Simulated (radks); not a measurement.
Question: The mean radii <r> (bohr) of the occupied orbitals of an atom or ion are listed with their occupations. Method: scalar-relativistic Kohn-Sham, PBEsol, spin-polarised, spherical densities, finite nucleus; Fermi nuclear charge, rms radius of each element as measured or else 0.836 A^(1/3) + 0.57 fm; computed with a radial shooting solver on a logarithmic mesh with Libxc functionals.

orbital  occ.      <r>
1s up       1  0.02508
1s down     1  0.02508
2s up       1   0.1075
2s down     1   0.1075
2p up       3  0.09424
2p down     3  0.09423
3s up       1   0.2848
3s down     1   0.2847
3p up       3   0.2826
3p down     3   0.2825
3d up       5   0.2590
3d down     5   0.2589
4s up       1   0.6368
4s down     1   0.6369
4p up       3   0.6666
4p down     3   0.6670
4d up       5   0.7092
4d down     2   0.7106

Name the element and its charge. Open shells, if any, are filled with parallel spins first.

Answer: Z = 57, lanthanum, charge +14: La14+ in [Kr] 4d7. The 1s radius gives Z: for a bare nucleus <r> = (2 gamma + 1)/(2Z) with gamma = sqrt(1 - (Z/c)^2), 0.02473 bohr for Z = 57, and screening makes it slightly larger (0.02508 here). The occupations add up to 43, and the charge is Z minus that.
